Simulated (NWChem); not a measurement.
All runs are NWChem calculations. System: H6PSi2, charge 0, spin multiplicity 2, at a geometry optimised with UPBE0/def2-SVP. The structure started from a generated list of species. Its SCF solution wasn't tested for a lower state. Level: ULDA (SVWN5)/def2-TZVP.

The NWChem input:

```
start mol
memory heap 200 mb stack 900 mb global 1100 mb
geometry units angstroms nocenter noautoz
  Si    -0.022580     1.661098     0.427292
  P      0.000000     0.000000    -1.106722
  Si     0.022580    -1.661098     0.427292
  H      0.272958     2.961551    -0.243844
  H     -1.380275     1.732998     1.053762
  H      0.986826     1.427913     1.508412
  H      1.380275    -1.732998     1.053762
  H     -0.272958    -2.961551    -0.243844
  H     -0.986826    -1.427913     1.508412
  symmetry group C2
end
basis spherical
  * library def2-tzvp
end
dft
  xc slater vwn_5
  odft
  mult 2
  semidirect memsize 60000000 filesize 0
  iterations 100
end
task dft energy
```

Output (cleaned and shortened):

```
             Northwest Computational Chemistry Package (NWChem) 7.3.0
             --------------------------------------------------------

                                NWChem Input Module
                                -------------------

 Scaling coordinates for geometry "geometry" by  1.889725989
 (inverse scale =  0.529177249)

 Turning off AUTOSYM since
 SYMMETRY directive was detected!

                             Geometry "geometry" -> ""
                             -------------------------

 Output coordinates in angstroms (scale by  1.889725989 to convert to a.u.)

  No.       Tag          Charge          X              Y              Z
 ---- ---------------- ---------- -------------- -------------- --------------
    1 Si                  14.0000    -0.02258000     1.66109800     0.42729200
    2 P                   15.0000     0.00000000     0.00000000    -1.10672200
    3 Si                  14.0000     0.02258000    -1.66109800     0.42729200
    4 H                    1.0000     0.27295800     2.96155100    -0.24384400
    5 H                    1.0000    -1.38027500     1.73299800     1.05376200
    6 H                    1.0000     0.98682600     1.42791300     1.50841200
    7 H                    1.0000     1.38027500    -1.73299800     1.05376200
    8 H                    1.0000    -0.27295800    -2.96155100    -0.24384400
    9 H                    1.0000    -0.98682600    -1.42791300     1.50841200

 Effective nuclear repulsion energy (a.u.)     188.4506473778

            Nuclear Dipole moment (a.u.)
            ----------------------------
        X                 Y               Z
 ---------------- ---------------- ----------------
     0.0000000000     0.0000000000     0.0000113384

      Symmetry information
      --------------------

 Group name             C2
 Group number              4
 Group order               2
 No. of unique centers     5

      Symmetry unique atoms

     1    2    4    5    6


 Summary of "ao basis" -> "" (spherical)
 ------------------------------------------------------------------------------
       Tag                 Description            Shells   Functions and Types
 ---------------- ------------------------------  ------  ---------------------
 *                         def2-tzvp                  on all atoms

                                 NWChem DFT Module
                                 -----------------

 Summary of "ao basis" -> "ao basis" (spherical)
 ------------------------------------------------------------------------------
       Tag                 Description            Shells   Functions and Types
 ---------------- ------------------------------  ------  ---------------------
 Si                        def2-tzvp                13       37   5s5p2d1f
 P                         def2-tzvp                13       37   5s5p2d1f
 H                         def2-tzvp                 4        6   3s1p

 Summary of "ao basis" -> "ao basis" (spherical)
 ------------------------------------------------------------------------------
       Tag                 Description            Shells   Functions and Types
 ---------------- ------------------------------  ------  ---------------------
 Si                        def2-tzvp                13       37   5s5p2d1f
 P                         def2-tzvp                13       37   5s5p2d1f
 H                         def2-tzvp                 4        6   3s1p

      Symmetry analysis of basis
      --------------------------
[...]
   126     -0.105043  6 H  s                144      0.105043  9 H  s
   119      0.075654  5 H  s                131     -0.075654  7 H  s

 Vector   26  Occ=0.000000D+00  E=-3.554847D-02  Symmetry=a
              MO Center=  2.7D-15, -4.8D-15,  1.7D-01, r^2= 7.5D+00
   Bfn.  Coefficient  Atom+Function         Bfn.  Coefficient  Atom+Function
  ----- ------------  ---------------      ----- ------------  ---------------
    42      1.018916  2 P  s                 20      0.573555  1 Si pz
    94      0.573555  3 Si pz                57      0.465201  2 P  pz
    19      0.457018  1 Si py                93     -0.457018  3 Si py
   126     -0.251529  6 H  s                144     -0.251529  9 H  s
    54      0.227594  2 P  pz                41      0.216160  2 P  s

 Vector   27  Occ=0.000000D+00  E=-2.603972D-02  Symmetry=b
              MO Center=  4.5D-13, -8.9D-13, -8.9D-02, r^2= 6.8D+00
   Bfn.  Coefficient  Atom+Function         Bfn.  Coefficient  Atom+Function
  ----- ------------  ---------------      ----- ------------  ---------------
     5      1.039330  1 Si s                 79     -1.039330  3 Si s
    56     -0.904097  2 P  py                19     -0.685206  1 Si py
    93     -0.685206  3 Si py               126     -0.399871  6 H  s
   144      0.399871  9 H  s                 53     -0.279815  2 P  py
     4      0.247625  1 Si s                 78     -0.247625  3 Si s

   alpha - beta orbital overlaps
   -----------------------------

   alpha      1      2      3      4      5      6      7      8      9     10
    beta      1      2      3      4      5      6      7      8      9     10
 overlap   1.000  1.000  1.000  1.000  1.000  1.000  0.810  0.810  1.000  1.000

   alpha     11     12     13     14     15     16     17     18     19     20
    beta     11     12     13     14     15     16     17     18     20     19
 overlap   1.000  1.000  1.000  1.000  1.000  0.997  1.000  0.996  0.997  1.000

   alpha     21     22     23     24     25     26     27     28     29     30
    beta     21     22     23     24     25     26     27     28     29     30
 overlap   0.996  1.000  0.996  0.999  0.996  0.997  0.999  0.996  0.995  0.997

   alpha     31     32     33     34     35     36     37     38     39     40
    beta     31     32     33     34     35     36     37     38     39     40
 overlap   0.998  0.991  0.992  0.993  0.998  0.981  0.980  0.983  0.963  0.958

   alpha     41     42     43     44     45     46     47     48     49     50
    beta     41     42     43     44     46     45     48     47     49     50
 overlap   0.997  0.977  0.994  0.989  0.981  0.990  0.996  0.997  0.988  0.998

   alpha     51     52     53     54     55     56     57     58     59     60
    beta     51     52     53     54     55     56     57     58     59     60
 overlap   0.993  0.992  0.999  0.966  0.965  0.867  0.866  0.996  0.998  0.998

   alpha     61     62     63     64     65     66     67     68     69     70
    beta     61     62     63     64     65     66     67     68     69     70
 overlap   0.997  0.999  1.000  0.999  0.999  0.999  1.000  0.999  0.999  0.998

   alpha     71     72     73     74     75     76     77     78     79     80
    beta     71     72     73     74     75     76     77     78     79     80
 overlap   0.998  0.999  0.999  0.990  0.990  0.998  0.998  0.998  0.998  0.998

   alpha     81     82     83     84     85     86     87     88     89     90
    beta     81     82     83     84     86     85     87     88     89     90
 overlap   1.000  0.999  0.999  0.995  0.997  0.995  0.982  0.983  0.988  0.915

   alpha     91     92     93     94     95     96     97     98     99    100
    beta     91     93     92     94     95     96     97     98     99    100
 overlap   0.930  0.981  0.981  0.995  0.993  0.989  0.999  0.979  0.985  0.988

   alpha    101    102    103    104    105    106    107    108    109    110
    beta    101    103    102    104    105    106    107    108    109    110
 overlap   0.990  0.936  0.925  0.998  0.997  0.987  0.743  0.988  0.739  0.974

   alpha    111    112    113    114    115    116    117    118    119    120
    beta    111    112    113    114    115    116    117    118    119    120
 overlap   0.992  0.992  0.999  0.999  0.999  0.998  0.992  0.992  0.998  0.998

   alpha    121    122    123    124    125    126    127    128    129    130
    beta    121    122    123    124    125    126    127    128    129    130
 overlap   0.994  0.994  1.000  1.000  0.994  0.986  0.986  0.993  1.000  1.000

   alpha    131    132    133    134    135    136    137    138    139    140
    beta    131    132    133    134    135    136    137    138    139    140
 overlap   1.000  1.000  0.998  1.000  0.998  1.000  1.000  1.000  1.000  1.000

   alpha    141    142    143    144    145    146    147
    beta    141    142    143    144    145    146    147
 overlap   1.000  1.000  1.000  1.000  1.000  1.000  1.000

     --------------------------
     Expectation value of S2:
     --------------------------
      <S2> =      0.7522 (Exact =     0.7500)

 center of mass
 --------------
 x =   0.00000000 y =  -0.00000000 z =  -0.11580813

 moments of inertia (a.u.)
 ------------------
         846.275988126670           8.750865408699           0.000000000000
           8.750865408699         216.872541303839           0.000000000000
           0.000000000000           0.000000000000         672.125745891601

     Multipole analysis of the density
     ---------------------------------

     L   x y z        total         alpha         beta         nuclear
     -   - - -        -----         -----         ----         -------
     0   0 0 0     -0.000000    -25.000000    -24.000000     49.000000

     1   1 0 0     -0.000000     -0.000000     -0.000000      0.000000
     1   0 1 0     -0.000000     -0.000000     -0.000000      0.000000
     1   0 0 1      0.240799      0.890496     -0.649708      0.000011

     2   2 0 0    -32.684976    -28.998271    -24.831896     21.145191
     2   1 1 0     -0.051650      2.653849      2.291415     -4.996915
     2   1 0 1      0.000000      0.000000      0.000000      0.000000
     2   0 2 0    -32.248187   -204.487147   -202.311791    374.550751
     2   0 1 1      0.000000     -0.000000      0.000000      0.000000
     2   0 0 2    -34.185068    -73.976763    -68.679607    108.471302

 Task  times  cpu:       10.1s     wall:       10.1s

 Total times  cpu:       10.2s     wall:       10.2s
```
